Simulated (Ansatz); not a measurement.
Ansatz results at the PBE0-D4/def2-TZVP geometry: LUMO energy (PBE0/def2-TZVPP) 0.61 eV; size of the dipole moment (ωB97M-V/def2-TZVPP) 0.52 D; HOMO–LUMO gap (B3LYP/def2-TZVPP) 6.64 eV.

Each molecule was computed in one conformer, which needn't be the lowest.

Q: Which molecule gave them?
A. `OC/C=C/Cl`
B. `C/C=C(\O)Cl`
C. `ClB1C[SiH]1[GeH3]`
D. `C=C(F)B[SiH3]`

A: B. The others give `OC/C=C/Cl`: -0.42, 1.08, 6.60; `ClB1C[SiH]1[GeH3]`: -1.88, 1.16, 4.54; `C=C(F)B[SiH3]`: -2.77, 2.07, 5.12.

B3LYP here is the variant with VWN-RPA as its local correlation; programs differ in this.
